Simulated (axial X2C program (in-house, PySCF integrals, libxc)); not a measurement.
**PdSb: from the spin-free to the two-component result**

Calculated with an in-house relativistic program for diatomic molecules. Spin-free means the one-electron spin-free X2C Hamiltonian; two-component (2c) means X2C with spin–orbit coupling and atomic mean-field two-electron Coulomb and Gaunt terms, so the difference of the two also holds small scalar two-electron terms. Basis: Sb dyall-cv3z [11s12p8d4f1g], Pd dyall-cv3z [12s12p8d5f3g] (cores contracted in-house); Gaussian nuclei, density fitting, unrestricted open shells. Masses: Sb 120.904 u, Pd 105.903 u.

Spin-free state: M_S = 3/2, Λ = 0 (beyond evenly filled blocks: σα, π+α, π-α); fragments Sb + Pd.

| level | Re (Å) | ωe (cm⁻¹) | De (eV) | μ (D) |
| --- | --- | --- | --- | --- |
| PBE0 | 2.463 | 213.5 | 1.722 | 1.70 |
| M06 | 2.494 | 208.0 | 1.796 | 1.26 |

Dipoles are positive if Pd is the positive end.

Two-component determinant lowest at the distance of the search:

Ω = 3/2 (⟨Sz⟩ = 1.48, ⟨Lz⟩ = 0.02 at PBE0); fragments Sb + Pd.

```tsv
level	Re (Å)	ωe (cm⁻¹)	De (eV)	μ (D)
PBE0	2.463	211.5	1.686	1.65
M06	2.477	204.6	1.708	0.87
```

(1) From the two tables, how do the constants change at the PBE0 level (2c against spin-free)?

The state is a single determinant with fixed occupations, the lowest that a limited PBE0 search found. De is counted from the lowest determinant-based energies of the atoms at the same level, without counterpoise correction. Density functionals use the spin component along the axis (collinear). PBE0 can misorder states that lie within some tenths of an eV, so this need not be the ground state of the molecule. The nearest other spin-free determinant of the search, M_S = 1/2, Λ = 0, lies 0.25 eV up at the distance of the search. With several unpaired electrons one determinant need not be a pure state. This is the top spin component of a Σ state; components of lower Ω are not single determinants and can lie lower.

Results:

(1) At the PBE0 level Re is unchanged within 0.001 Å and ωe drops by 2.0 cm⁻¹; De changes by -0.036 eV.
